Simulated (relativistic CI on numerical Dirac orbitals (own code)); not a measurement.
## Hyperfine structure of Zr XVIII, mass number 91

Method of calculation: Dirac-Coulomb-Breit CI, orbitals from a KLI potential per configuration, QED by a radiative potential, unscaled Slater integrals (own radial code, finite nucleus).

Configuration list (outside the closed core [Ne]): 3s2 3p6 3d5, 3s2 3p5 3d6, 3s2 3p4 3d7, 3s 3p6 3d6, 3p6 3d7, 3s2 3p6 3d4 4s, 3s 3p5 3d7, 3s2 3p6 3d4 4p, 3s2 3p6 3d4 4d, 3s2 3p6 3d4 4f, 3s2 3p6 3d3 4s2, 3s2 3p5 3d5 4s, 3s2 3p6 3d4 5s, 3s2 3p6 3d3 4p2, 3s2 3p6 3d3 4s 4d, 3p6 3d6 4s. Levels of other configurations are missing.

Nuclear spin I = 5/2, μ = -1.3022 μN, Q = -0.176 b (tables of Stone and Pyykkö). The electronic factors are computed for point nuclear moments, without core polarisation or the Bohr-Weisskopf and QED corrections.

```csv
Level,E (cm⁻¹),A (MHz),B (MHz)
3s2 3p6 3d5 4G_7/2,95806.5,-2378,-453
3s2 3p6 3d5 4G_11/2,96569.3,-2384,5.17
3s2 3p6 3d5 4P_3/2,97608.2,-1985,-619
3s2 3p6 3d5 4G_9/2,98445.9,-2259,-337
3s2 3p6 3d5 4P_1/2,102872.3,1388,
3s2 3p6 3d5 4D_7/2,115510.3,-1540,-339
3s2 3p6 3d5 4D_5/2,122317.1,-2032,272
3s2 3p6 3d5 4D_1/2,123233.1,-5486,
```

Levels with J = 0, under 50 % of one LS term, or S terms without an open s electron are left out. Small factors come from cancelling terms and can be off by tens of per cent or more.

At this charge energies of transitions that change n are usually good to better than 1 %, and those within a shell (Δn = 0) to a few per cent. Terms inside the open d or f shell come out 10 to 20 % too wide with unscaled integrals.

(1) Give the hyperfine levels of 3s2 3p6 3d5 4G_7/2 relative to its centre of gravity.

Results:

(1) With K = F(F + 1) − I(I + 1) − J(J + 1), E = AK/2 + B[¾K(K + 1) − I(I + 1)J(J + 1)]/[2I(2I − 1)J(2J − 1)]: F = 1: 26510, F = 2: 21880, F = 3: 14890, F = 4: 5486, F = 5: -6419, F = 6: -20920 MHz.

LS names give the leading component of a level, which can be under half, so a name can repeat, a term be missing and a line seem to break the LS rules.
